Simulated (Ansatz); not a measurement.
Relaxation of CH5AlCl2O (10 atoms, charge 0, multiplicity 1), to a largest force component of 0.03 eV/Å in at most 50 steps.

The calculation used RKS PBE/cc-pVDZ (Ansatz).

```xyz
10
Properties=species:S:1:pos:R:3
Al -0.870 -0.711 -0.721
O 1.483 1.389 -0.754
Cl -0.412 -2.336 -2.026
Cl -2.379 0.660 -1.376
H 1.343 1.048 0.151
C -0.122 -0.569 1.093
H 0.911 2.183 -0.770
H -0.216 0.463 1.490
H -0.676 -1.231 1.794
H 0.938 -0.896 1.118
```

Task: Where does it end, and by what steps?

Result: The forces met the threshold. After 11 steps the energy has fallen by 0.828 eV; H7 moved furthest, 0.90 Å. Joined: Al1–O2.

| step | energy less start (eV) | largest force component (eV/Å) | accepted |
| --- | --- | --- | --- |
| 0 | 0.0000 | 0.377 | yes |
| 1 | -0.1019 | 1.428 | yes |
| 2 | -0.2619 | 1.633 | yes |
| 3 | -0.5541 | 1.405 | yes |
| 4 | -0.6824 | 0.898 | yes |
| 5 | -0.7572 | 0.389 | yes |
| 6 | -0.8028 | 0.431 | yes |
| 7 | -0.8174 | 0.497 | yes |
| 8 | -0.8258 | 0.133 | yes |
| 9 | -0.8272 | 0.046 | yes |
| 10 | -0.8276 | 0.037 | yes |
| 11 | -0.8277 | 0.010 | yes |

```xyz
10
Properties=species:S:1:pos:R:3
Al -0.431 -0.346 -0.576
O 1.030 1.017 -1.046
Cl -0.051 -1.902 -2.020
Cl -1.999 1.058 -1.187
H 1.460 1.408 -0.256
C -0.162 -0.684 1.338
H 0.514 1.754 -1.452
H -0.292 0.231 1.955
H -0.909 -1.423 1.696
H 0.840 -1.113 1.548
```

Whether the end is a true minimum wasn't checked by a vibrational analysis.

The run took 26 s on 2 threads of Arm Neoverse V2, with other jobs on the host, peak memory 0.17 GiB.
